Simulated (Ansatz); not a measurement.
C₆H₁₄F₂Si (`CC(C)(C)C[Si](C)(F)F`), relaxed with RKS PBE0-D4/def2-TZVP in the Gaussian-basis code of Ansatz from a PBE-D4/def2-SVP geometry. The force threshold is 0.005 eV/Å; the program also tests the step.

The species carries charge 0 and has multiplicity 1.

Start:

```xyz
23

C     1.956   -0.191   -1.441
C     0.504    0.059   -0.989
C    -0.433   -0.906   -1.742
C     0.118    1.515   -1.315
C     0.420   -0.193    0.541
Si   -1.198    0.026    1.457
C    -1.070   -0.341    3.279
F    -1.762    1.558    1.275
F    -2.362   -0.939    0.814
H     2.271   -1.233   -1.223
H     2.662    0.492   -0.923
H     2.066   -0.026   -2.533
H    -1.493   -0.755   -1.462
H    -0.177   -1.964   -1.522
H    -0.343   -0.760   -2.839
H     0.770    2.232   -0.774
H    -0.929    1.738   -1.029
H     0.226    1.713   -2.401
H     1.152    0.464    1.066
H     0.754   -1.232    0.766
H    -0.743   -1.387    3.449
H    -0.336    0.332    3.767
H    -2.050   -0.201    3.778
```

| step | energy (eV) | largest force (eV/Å) | largest move (Å) |
| --- | --- | --- | --- |
| 1 | -19755.8269 | 1.220 | 0.000 |
| 2 | -19755.9429 | 0.857 | 0.036 |
| 3 | -19755.9728 | 0.059 | 0.033 |
| 4 | -19755.9735 | 0.093 | 0.015 |
| 5 | -19755.9735 | 0.059 | 0.015 |
| 6 | -19755.9739 | 0.010 | 0.008 |
| 7 | -19755.9740 | 0.004 | 0.001 |

End:

```xyz
23

C     1.936   -0.190   -1.416
C     0.492    0.061   -0.984
C    -0.425   -0.896   -1.743
C     0.118    1.502   -1.321
C     0.394   -0.184    0.533
Si   -1.200    0.028    1.457
C    -1.045   -0.345    3.259
F    -1.755    1.518    1.302
F    -2.343   -0.910    0.850
H     2.240   -1.217   -1.195
H     2.624    0.484   -0.898
H     2.053   -0.029   -2.491
H    -1.476   -0.730   -1.501
H    -0.189   -1.938   -1.506
H    -0.302   -0.762   -2.821
H     0.747    2.210   -0.774
H    -0.922    1.722   -1.073
H     0.256    1.689   -2.389
H     1.117    0.464    1.048
H     0.726   -1.209    0.752
H    -0.725   -1.377    3.419
H    -0.316    0.316    3.734
H    -2.006   -0.206    3.759
```

Run time 31 s (6 threads of an AMD EPYC 7R13 on a shared host and a share of an NVIDIA H100 80 GB); peak host memory 1 GiB.
